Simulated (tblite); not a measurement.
Species: C₄H₉FO₂Si₂.
Numbering: `[CH2:1]=[CH:2][Si@:3]([OH:4])([CH:5]=[O:6])[SiH2:7][CH2:8][F:9]` (hydrogens: H10, H11 on C1; H12 on C2; H13 on O4; H14 on C5; H15, H16 on Si7; H17, H18 on C8)

Computed geometry: GFN2-xTB, gas phase.

(1) Give the optimised bond lengths and angles.

Results:

(1) 
| bond | length (Å) |
| --- | --- |
| C1=C2 | 1.325 |
| C2–Si3 | 1.894 |
| Si3–O4 | 1.629 |
| Si3–C5 | 1.928 |
| C5=O6 | 1.208 |
| Si3–Si7 | 2.314 |
| Si7–C8 | 1.925 |
| C8–F9 | 1.386 |
| C1–H10 | 1.078 |
| C1–H11 | 1.079 |
| C2–H12 | 1.084 |
| O4–H13 | 0.956 |
| C5–H14 | 1.107 |
| Si7–H15 | 1.471 |
| Si7–H16 | 1.469 |
| C8–H17 | 1.091 |
| C8–H18 | 1.092 |

A selection of angles:
| angle | degrees |
| --- | --- |
| C2–C1–H10 | 121.3 |
| C2–C1–H11 | 122.7 |
| H10–C1–H11 | 116.0 |
| C1–C2–Si3 | 124.5 |
| C1–C2–H12 | 118.4 |
| Si3–C2–H12 | 117.1 |
| C2–Si3–O4 | 112.7 |
| C2–Si3–C5 | 103.8 |
| C2–Si3–Si7 | 115.6 |
| O4–Si3–C5 | 106.8 |
| O4–Si3–Si7 | 104.3 |
| C5–Si3–Si7 | 113.6 |
| Si3–O4–H13 | 120.4 |
| Si3–C5–O6 | 120.7 |
| Si3–C5–H14 | 119.7 |
| O6–C5–H14 | 119.5 |
| Si3–Si7–C8 | 106.9 |
| Si3–Si7–H15 | 115.1 |
| Si3–Si7–H16 | 116.8 |
| C8–Si7–H15 | 106.0 |
| C8–Si7–H16 | 104.3 |
| H15–Si7–H16 | 106.7 |
| Si7–C8–F9 | 109.3 |
| Si7–C8–H17 | 113.2 |
| Si7–C8–H18 | 113.1 |
| F9–C8–H17 | 106.3 |
| F9–C8–H18 | 106.0 |
| H17–C8–H18 | 108.3 |

Dihedral angles: C1–C2–Si3–O4 -7° (synperiplanar); C2–Si3–C5–O6 116° (anticlinal); C2–Si3–Si7–C8 48° (synclinal); Si3–Si7–C8–F9 43° (synclinal); H13–O4–Si3–C2 -90°.

The 3 C–Si bonds span 1.894 Å (C2–Si3, drawn single) to 1.928 Å (Si3–C5, drawn single), a spread of 0.034 Å. Of the pairs four or more bonds apart, O6···H13 is among the closest relative to their van der Waals radii: 2.73 Å, 100 % of the sum of Bondi's values. O4 (silanol oxygen) is bent (angle 120.4°). Si7 (SiH2 silicon) is distorted tetrahedral (angles from 104.3° to 116.8°). Si3 (oxygen-bound silicon) is distorted tetrahedral (angles from 103.8° to 115.6°).

Point group: C1 (no symmetry element, even within 0.4 Å). Its lowest GFN2-xTB frequency is 15 cm⁻¹, too small to tell a flat minimum from a shallow saddle. One conformer, not necessarily the lowest (C1–C2–Si3–O4 -7°, C2–Si3–O4–H -90°, C2–Si3–C5–O6 116°, C2–Si3–Si7–C8 48°, Si3–Si7–C8–F9 43°). 3 starts were optimised and ended at 0.00, 1.29 and 1.52 kcal/mol (GFN2-xTB); the lowest of these is shown.

The run took 1.1 s on one thread, Arm Neoverse V1 (aarch64), shared host with 32 logical CPUs at a one-minute load of 9.6. These figures are those of the optimisation.
